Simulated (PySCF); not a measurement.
C₄H₈F₂Si.
Cartesian coordinates in Å at the PBE0-D3(BJ)/def2-SVP level; atoms count from 1:
```
atom  x, y, z in Å
F1    -1.219   -1.819    0.678
C2    -0.646   -0.569    0.722
C3    -1.600    0.502    0.200
Si4   -0.455    1.925   -0.317
C5     1.155    0.879   -0.143
F6     1.727    1.168    1.094
C7     0.628   -0.545   -0.118
H8    -0.384   -0.362    1.774
H9    -2.382    0.763    0.927
H10   -2.102    0.101   -0.697
H11   -0.713    2.389   -1.713
H12   -0.448    3.093    0.609
H13    1.927    1.021   -0.917
H14    1.384   -1.248    0.264
H15    0.370   -0.856   -1.146
```

Level: PBE0/pcSseg-1 in PySCF, non-relativistic, on one gas-phase PBE0-D3(BJ)/def2-SVP geometry that isn't relaxed in the solvent. The solvent is an IEF-PCM continuum (van der Waals radii × 1.2). Only the electrostatic response of the medium enters.

```tsv
run	E − E(gas) (kcal/mol)	HOMO (eV)	HOMO–LUMO gap (eV)	dipole (D)
gas	0.00	-8.34	8.83	1.77
P	-3.07	-8.18	8.89	2.10
Q	-4.29	-8.14	8.91	2.26
```

Task: The runs were made in chloroform and water. Which run belongs to which solvent?

Result: P = chloroform, Q = water. The dielectric constants are 4.711 (chloroform), 78.36 (water), and the energy falls further as ε rises. In this model the ground state sees the solvent through ε alone.

Task: How constant is the ratio of the lowering to (ε − 1)/(2ε + 1)?

Result: 
```
   solvent  (ε − 1)/(2ε + 1)  E − E(gas) (kcal/mol)  ratio (kcal/mol)  polarisation term (kcal/mol)
chloroform             0.356                  -3.07              -8.6                         -3.33
     water             0.490                  -4.29              -8.7                         -4.82
```

The ratio changes by +1.4 % in size from chloroform to water. The polarisation term is half the interaction of the solute with the induced surface charges.

On one thread of an Arm Neoverse V1, shared host with 32 logical CPUs at a one-minute load of 22, this took 21 s wall and 0.90 GiB of memory at its peak. This is the whole shielding run at PBE0/pcSseg-1 in water, SCF included.
